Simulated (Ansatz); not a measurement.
Several settings on one geometry of TaSi₂⁺ (that of the charge 1 singlet, B3LYP-D4/def2-TZVP). Ansatz on 4 threads of Arm Neoverse V1 on a shared host; times are rough.

```
atom   x (Å)   y (Å)   z (Å)
 Ta1  -0.217   1.344   0.195
 Si2   0.887  -0.404  -0.978
 Si3  -0.670  -0.940   0.783
```

Totals from different functionals, basis sets or treatments of relativity can't be compared as stabilities.

In the def2 sets Ta takes a core potential; there is no spin–orbit coupling.

At B3LYP-D4/def2-TZVP a triplet lies 0.64 eV below the restricted singlet of charge 1, at its own geometry.

The spins typed aren't always the lowest for that charge.

Task: Give the basis size and estimate the energy, ⟨S²⟩ and time of these runs.

```json
{"run": "1", "method": "RKS SVWN5/def2-SVP", "charge": "1", "state": "singlet", "further keys": "scf: {omitted_lower_state_checks: [starts]}"}
{"run": "2", "method": "UKS B97M-V/def2-SVP", "charge": "0", "state": "doublet", "further keys": "point_charges: [{charge: 0.50, position_ang: [5.497, 0.681, 0.956]}]; pseudopotentials: {relativity: none}; accuracy: high; forces asked"}
{"run": "3", "method": "RKS revPBE-D3(BJ)/def2-TZVPD", "charge": "1", "state": "singlet", "further keys": "fitting: {mean_field: def2-universal-jkfit}; final_grid: {core_spheres: 8, valence_spheres: 7, degree: 23}; scf: {omitted_lower_state_checks: [starts]}; forces asked"}
```

Result: 
```tsv
run	functions	energy (Eh)	⟨S²⟩	wall time
1	68	-632.9822	–	0.95 s
2	68	-635.5136	1.10	2 min
3	129	-635.5583	–	3 s
```

The restricted singlet is unstable towards broken spin symmetry at other levels; at RKS SVWN5/def2-SVP, RKS revPBE-D3(BJ)/def2-TZVPD this wasn't settled. At UKS B97M-V/def2-SVP the charge 0 doublet is spin-contaminated (final ⟨S²⟩ up to 1.10, 0.75 for a pure state).
